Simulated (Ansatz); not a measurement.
System: FeBr$_{2}$, charge 0, multiplicity 5. The spin state was set by rule; other spins were not relaxed. 
Geometry from a B3LYP-D3(BJ)/def2-TZVP (Ansatz, an electronic-structure program) optimisation:
```
Fe
Br 1 2.2922
Br 1 2.2922 2 180.00
```
Charge 0, spin multiplicity 5.

Quantity: atomisation energy (electronic, to ground-state atoms), in kcal/mol. Valence correlation only, unless marked. Open shells are spin-unrestricted. Spin-orbit coupling is left out. The frozen core is the preceding noble-gas configuration, with the filled d and f shells of earlier blocks. Non-relativistic. The coupled-cluster limit lacks core correlation, which all-electron functionals hold. Basis-set limits of correlation are two-point, X^-3; Hartree-Fock from the larger set. [CCSD(T)-MP2]/basis is that difference in the basis named.

```tsv
level	program	atomisation energy (kcal/mol)	minus last row
revPBE/def2-TZVPD	Ansatz	167.7	-2.6
B2PLYP-D4/def2-TZVPD	Ansatz + dftd4	166.3	-4.0
MP2/STO-3G	Ansatz	133.6	-36.7
MP2/def2-SVPD	Ansatz	165.4	-4.9
CCSD/6-31G	Ansatz	126.3	-44.0
CCSD(T)/6-31G*	Ansatz	151.2	-19.1
RI-MP2/CBS(def2-TZVPPD,def2-QZVPPD)+[CCSD(T)-MP2]/def2-TZVPPD	Ansatz	170.3	0.0
```
